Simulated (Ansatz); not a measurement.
The same redistribution along the group B, Al, Ga, In.

Gas-phase electronic energies from Ansatz, PBE0-D4/def2-TZVP geometries. CCSD(T)/CBS adds triple-zeta CCSD(T) − MP2 to the extrapolated MP2 energy (def2 sets, frozen cores). This one scheme is used for every species. Elements past krypton have def2 core potentials. For In outer-core shells are correlated without core-valence functions, which leaves a few kJ/mol of doubt a bond. Each species was taken in one conformer, which may not be the lowest.

Q: Order these by ΔE at CCSD(T)/CBS, lowest first. (An estimate is asked.)
A. `OB(S)S` + `N[SiH](F)[Si](N)(O)O` → `FB(S)S` + `N[SiH](O)[Si](N)(O)O`
B. `[OH][In]([SH])[SH]` + `N[SiH](F)[Si](N)(O)O` → `[F][In]([SH])[SH]` + `N[SiH](O)[Si](N)(O)O`
C. `[OH][Al]([SH])[SH]` + `N[SiH](F)[Si](N)(O)O` → `[F][Al]([SH])[SH]` + `N[SiH](O)[Si](N)(O)O`

A: C (-1.0 kcal/mol), B (+3.5 kcal/mol), A (+8.6 kcal/mol).

Largest T1 diagnostic: 0.015, for `[OH][In]([SH])[SH]`.
